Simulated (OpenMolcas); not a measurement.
**Ge: from RASSCF to RASPT2**

| Quantity | Value |
| --- | --- |
| Program | OpenMolcas |
| Basis | ANO-RCC-VQZP [7s6p4d2f1g] |
| Scalar Hamiltonian | DKH2, point nucleus |
| Active space | 4 electrons in 9 orbitals (RAS2 4s 4p; RAS3 4d, at most 2 electrons) |
| State averaging | 2S+1 = 3 even, 3 roots; 2S+1 = 1 even, 6 roots; 2S+1 = 5 odd, 1 root; 2S+1 = 3 odd, 5 roots; 2S+1 = 1 odd, 5 roots (0 in the spin-orbit step) |
| Spin-orbit coupling | RASSI with atomic mean-field integrals over the reference wave functions, term energies averaged over their components |

Methods on the same reference wave functions:
A. RASSCF
B. SS-RASPT2, IPEA 0.25 Eh, imaginary shift 0.1 Eh (closed shells correlated: 3d)

Energies in eV above 4s² 4p² ³P₀, the measured ground level; measured values from NIST Handbook of Basic Atomic Spectroscopic Data.

```tsv
Level	A	B	Measured
4s² 4p² ³P₀	0.0000	0.0000	0.0000
4s² 4p² ³P₁	0.0600	0.0612	0.0691
4s² 4p² ³P₂	0.1579	0.1582	0.1748
4s² 4p² ¹D₂	1.1637	1.015	0.8834
4s² 4p² ¹S₀	2.4863	2.174	2.0293
4s 4p³ ⁵S°₂	4.4103	5.007	5.1983
```

Deviations, from unrounded energies. A percentage is the sum of absolute deviations over the sum of measured energies, with the sign that they share, or ± where signs differ.

```
                        Against measurement  Levels      A      B
             mean absolute deviation (cm-1)       5   2500    790
      fine structure of the ground term (%)       2  -10.7  -10.1
other terms of the ground configuration (%)       2  +25.3   +9.5
                   other configurations (%)       1  -15.2   -3.7
```

B lies closest to measurement on these levels. The largest miss of B in the table is 4s 4p³ ⁵S°₂, by -1500 cm-1. The ranking rests on the paired levels alone, and a cruder setting can come out closer through cancelling errors.

From A to B the spin-free energies of the other terms of 4s² 4p² shown, above ³P, scale by factors of 0.86 to 0.87.

The lowest spin-free term lies below A's lowest term by 0.459 hartree in B.

Some high roots are left out of the spin-orbit mixing, which shifts the levels that they would mix with. Active for correlation alone: 4d; no level in the range computed is led by a configuration that fills it, so any true level of that kind is missing. Without dynamic correlation excited terms often stand tens of per cent too high (terms of higher spin than the ground term too low), and those without a measured partner can miss by more than the paired ones (holds for A). Measured partners are found by configuration, term and J. A level has none where our copy of the source lacks it or the pairing is in doubt (some pairs that miss far off the trend of their configuration count as doubtful), and it then counts in no deviation. Levels of configurations outside the active space are missing. Levels that lie high or do not pair safely by name in every column are left out.

° marks odd parity.
